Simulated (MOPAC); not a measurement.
MOPAC input (PM3):

```
PM3 PRECISE GNORM=0.05 LET XYZ GEO-OK AUX(PRECISION=9) THREADS=1
CaO

Ca   -0.00000000 1   -0.00000000 1   -0.52111138 1
O     0.00000000 1    0.00000000 1    1.30277845 1
```

Output:

```
 *******************************************************************************
 **                                                                           **
 **                              MOPAC v23.2.5                                **
 **                                                                           **
 *******************************************************************************
 ** MOPAC's Digital Object Identifier: https://doi.org/10.5281/zenodo.6511958 **
 **                                                                           **
 ** Please cite the open-source release paper for use of this MOPAC version:  **
 ** J. E. Moussa and J. J. P. Stewart (2026)                                  **
 ** MOPAC: An open-source semiempirical molecular orbital program             **
 ** J. Open Source Softw., 11(119), 8025, https://doi.org/10.21105/joss.08025 **
 *******************************************************************************

                              PM3 CALCULATION RESULTS

 *******************************************************************************
 *  PM3        - The PM3 Hamiltonian to be used
 *  GEO-OK     - OVERRIDE INTERATOMIC DISTANCE AND OTHER SAFETY CHECKS
 *  LET        - OVERRIDE SOME SAFETY CHECKS
 *  PRECISE    - TIGHTER CRITERIA TO BE USED
 *  XYZ        - CARTESIAN COORDINATE SYSTEM TO BE USED
 *  GNORM      - EXIT WHEN GRADIENT NORM DROPS BELOW 0.050
 *  AUX        - OUTPUT AUXILIARY INFORMATION
 *******************************************************************************
PM3 PRECISE GNORM=0.05 LET XYZ GEO-OK AUX(PRECISION=9) THREADS=1
 CaO

   ATOM   CHEMICAL          X               Y               Z
  NUMBER   SYMBOL      (ANGSTROMS)     (ANGSTROMS)     (ANGSTROMS)

     1      Ca         -0.00000000  *  -0.00000000  *  -0.52111138  *
     2       O          0.00000000  *   0.00000000  *   1.30277845  *

          CARTESIAN COORDINATES

    NO.       ATOM           X           Y           Z

     1        Ca         -0.0000     -0.0000     -0.5211
     2         O          0.0000      0.0000      1.3028

  O: (PM3): J. J. P. STEWART, J. COMP. CHEM. 10, 209 (1989).
 Ca: (PM3): J. J. P. STEWART, J. MOL. MOD., 10, 155-164 (2004)

           Empirical Formula: O Ca  =     2 atoms

      MOLECULAR POINT GROUP   :   C*v

      RHF CALCULATION, NO. OF DOUBLY OCCUPIED LEVELS = 4

          Geometry optimization using EF

          DIAGONAL MATRIX USED AS START HESSIAN

 CYCLE:     1  GRAD.:    17.117 HEAT:  22.35621
 CYCLE:     2  GRAD.:    32.490 HEAT:  22.93074
 CYCLE:     3  GRAD.:     1.281 HEAT:  22.08011
 CYCLE:     4  GRAD.:     0.119 HEAT:  22.07839
 CYCLE:     5  GRAD.:     0.028 HEAT:  22.07836

     GRADIENT =  0.02775 IS LESS THAN CUTOFF =  0.05000

 -------------------------------------------------------------------------------
 PM3 PRECISE GNORM=0.05 LET XYZ GEO-OK AUX(PRECISION=9) THREADS=1
 CaO

     GEOMETRY OPTIMISED USING EIGENVECTOR FOLLOWING (EF).
     SCF FIELD WAS ACHIEVED

                              PM3 CALCULATION
                                                       MOPAC v23.2.5 Linux

          FINAL HEAT OF FORMATION =         22.07836 KCAL/MOL =      92.37585 KJ/MOL

          COSMO AREA              =         87.01 SQUARE ANGSTROMS
          COSMO VOLUME            =         74.73 CUBIC ANGSTROMS

          GRADIENT NORM           =          0.02775          =       0.01962 PER ATOM
          IONIZATION POTENTIAL    =          8.001227 EV
          HOMO LUMO ENERGIES (EV) =         -8.001 -1.423
          NO. OF FILLED LEVELS    =          4
          MOLECULAR WEIGHT        =         56.0794         POINT GROUP:  C*v

          MOLECULAR DIMENSIONS (Angstroms)

            Atom       Atom       Distance
            O     2   Ca     1     1.77881
            O     2   Ca     1     0.00000
            O     2   Ca     1     0.00000

          SCF CALCULATIONS        =          6

   ATOM   CHEMICAL          X               Y               Z
  NUMBER   SYMBOL      (ANGSTROMS)     (ANGSTROMS)     (ANGSTROMS)

     1      Ca          0.00000000  *   0.00000000  *  -0.49857094  *
     2       O         -0.00000000  *  -0.00000000  *   1.28023801  *

                             CARTESIAN COORDINATES

   1   Ca        0.000000000     0.000000000    -0.498570941
   2    O       -0.000000000    -0.000000000     1.280238011

           Empirical Formula: O Ca  =     2 atoms

      MOLECULAR POINT GROUP   :   C*v

                  EIGENVALUES
 -28.90419  -8.64539  -8.64539  -8.00123  -1.42300   1.09992   1.09992   3.08132

              NET ATOMIC CHARGES AND DIPOLE CONTRIBUTIONS

  ATOM NO.   TYPE          CHARGE      No. of ELECS.   s-Pop       p-Pop
    1         Ca           0.773394        1.2266     0.58579     0.64082
    2          O          -0.773394        6.7734     1.87162     4.90177
 DIPOLE           X         Y         Z       TOTAL
 POINT-CHG.     0.000     0.000    -6.608     6.608
 HYBRID         0.000     0.000    -0.035     0.035
 SUM            0.000     0.000    -6.643     6.643

          ATOMIC ORBITAL ELECTRON POPULATIONS

     Atom    s        px        py        pz
    1 Ca   0.58579   0.27053   0.27053   0.09975
    2  O   1.87162   1.72947   1.72947   1.44284

 **********************
 *                    *
 * JOB ENDED NORMALLY *
 *                    *
 **********************

 == MOPAC DONE ==
```
